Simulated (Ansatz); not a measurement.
PBE exchange is replaced step by step with exact exchange (0 % is PBE, 25 % PBE0; no dispersion term), basis def2-TZVP, Ansatz. System: HgI₂. Charge 0, multiplicity 1. Geometry: PBE-D4/def2-TZVP.

Geometry of the singlet:

```xyz
3

Hg    0.0000    0.0000    0.0000
I    -1.5784   -2.0617   -0.1732
I     1.5783    2.0617    0.1732
```

In the def2 sets Hg, I take a core potential; there is no spin–orbit coupling.

```tsv
exact exchange (%)	HOMO (eV)	LUMO (eV)	gap (eV)
0	-6.61	-3.53	3.07
5	-6.83	-3.38	3.44
10	-7.05	-3.23	3.82
15	-7.27	-3.08	4.19
25	-7.71	-2.77	4.95
50	-8.84	-1.97	6.87
```

Task: Estimate the row for 35 %.

Result: 
```
exact exchange (%)  HOMO (eV)  LUMO (eV)  gap (eV)
                35      -8.16      -2.45      5.71
```
